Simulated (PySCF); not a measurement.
Some computed properties have been withheld. Give your best values.

C8H11N.
InChI=1S/C8H11N/c1-4-8(2)6-5-7-9-3/h4-7H,1-2H2,3H3/b6-5+,9-7+

Conformer (atom-mapped SMILES and torsion angles): `[CH2:1]=[CH:2][C:3](=[CH2:4])/[CH:5]=[CH:6]/[CH:7]=[N:8]/[CH3:9]`: C1–C2–C3–C4 -154°, C2–C3–C5–C6 19°, C5–C6–C7–N8 -179°.

```tsv
property	level	value
point group	PBE0-D3(BJ)/def2-SVP	C1
rotational constants A, B, C	PBE0-D3(BJ)/def2-SVP	3.709, 0.672, 0.577 GHz
dipole moment	CAM-B3LYP/def2-SVPD	?
HOMO energy	CAM-B3LYP/def2-SVPD	?
LUMO energy	CAM-B3LYP/def2-SVPD	?
lowest singlet excitation	TDDFT CAM-B3LYP/def2-SVPD	?
strongest line among the 6 lowest singlet transitions	TDDFT CAM-B3LYP/def2-SVPD	?
static isotropic polarisability	CAM-B3LYP/def2-SVPD	?
electronic spatial extent ⟨r²⟩ about the centre of nuclear charge	CAM-B3LYP/def2-SVPD	1947 bohr²
```

The electronic properties come from PySCF, for the isolated species, density fitting. One conformer (not necessarily the lowest) at the PBE0-D3(BJ)/def2-SVP geometry, without solvent, vibrations or thermal averaging.

Question: Give the HOMO energy.

Answer: -7.69 eV.

Question: Give the strongest line among the 6 lowest singlet transitions.

Answer: S2 at 4.82 eV (257 nm, f = 0.748).

Question: The dipole moment?

Answer: 1.61 D.

Question: The lowest singlet excitation?

Answer: 4.52 eV (275 nm, f = 0.001).

Question: The LUMO energy?

Answer: -0.67 eV.

Question: Give the static isotropic polarisability.

Answer: 122.9 au.

The rotational constants make it an asymmetric top with κ = (2B − A − C)/(A − C) = -0.94, nearer the prolate limit (−1). The 6 singlets span 4.52 to 6.80 eV, and their oscillator strengths add up to 1.21. With B = h/(8π²I), that is 505.379 GHz u Å² over I, the principal moments of inertia are 136.3, 752.1 and 876.1 u Å² (most abundant isotopes); the inertial defect Ic − Ia − Ib is -12.3 u Å² (zero for a rigid planar frame, negative otherwise). The principal polarisabilities are 70.7, 111.4 and 186.5 au; their mean is the isotropic value. The polarisability is 18.21 Å³ as a volume (1 au = 0.148185 Å³), or 1.86 au for each of the 66 electrons.
